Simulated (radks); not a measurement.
Zn I, 30 electrons, occupied as [Ar] 3d10 4s2. Calculated with a radial shooting solver on a logarithmic mesh with Libxc functionals: Dirac Kohn-Sham, PBE, spin-unpolarised, spherical densities, point nucleus.

Normalised radial functions P(r) = r R(r) (large component), r in bohr:

```
   r/bohr * 2p3/2, o 3p3/2, + 4s1/2 (the largest magnitude, 2.18, reaches the edge; | marks zero, & curves that meet)
 0.002512                             &
 0.002878                             &
 0.003297                             &
 0.003778                             &
 0.004328                             &
 0.004998                             &+
 0.005726                             &+
 0.006561                             &+
 0.007516                             o&
 0.008611                             o&
 0.009866                             o&
   0.0113                             o&
  0.01295                             |&
  0.01484                             |&*
    0.017                             |&*
  0.01947                             |& *
  0.02231                             |&  *
  0.02556                             |+o *
  0.02929                             |+o  *
  0.03355                             |+ o   *
  0.03844                             |+ o    *
  0.04439                             |+  o     *
  0.05086                             |+  o       *
  0.05827                             +    o        *
  0.06676                             +     o         *
  0.07648                             +      o           *
  0.08763                            +|       o            *
   0.1004                            +|       o              *
    0.115                           + |       o                *
   0.1318                           + |       o                 *
    0.151                           + |       o                  *
    0.173                           + |     o                    *
   0.1982                           + |    o                   *
    0.227                            +| o                    *
   0.2601                            o+                   *
    0.298                         o   |+               *
   0.3414                     o       | +          *
   0.3943                  o          |  +     *
   0.4517               o             |  +  *
   0.5175              o              |  +*
   0.5929             o               | *+
   0.6793              o              |*+
   0.7783               o             *+
   0.8917                 o          +*
    1.022                    o      + *
     1.17                      o  +   *
    1.341                       +o    *
    1.536                      +   o  *
     1.76                     +     o *
    2.016                     +      o*
     2.31                     +      o*
    2.647                     +       &
    3.032                      +      &
    3.502                        +    &
    4.012                         +   &
    4.597                          +  &
    5.266                           + &
    6.033                            +&
    6.912                            +&
    7.919                             &
    9.073                             &
```

2p3/2: eigenvalue -995.80 eV, 0 radial nodes, <r> = 0.199 bohr, 90 % of the charge inside 0.326 bohr. 3p3/2: eigenvalue -82.378 eV, 1 radial node at r = 0.251 bohr, <r> = 0.717 bohr, 90 % of the charge inside 1.11 bohr. 4s1/2: eigenvalue -5.978 eV, 3 radial nodes at r = 0.0649, 0.270, 0.846 bohr, <r> = 2.65 bohr, 90 % of the charge inside 4.12 bohr.
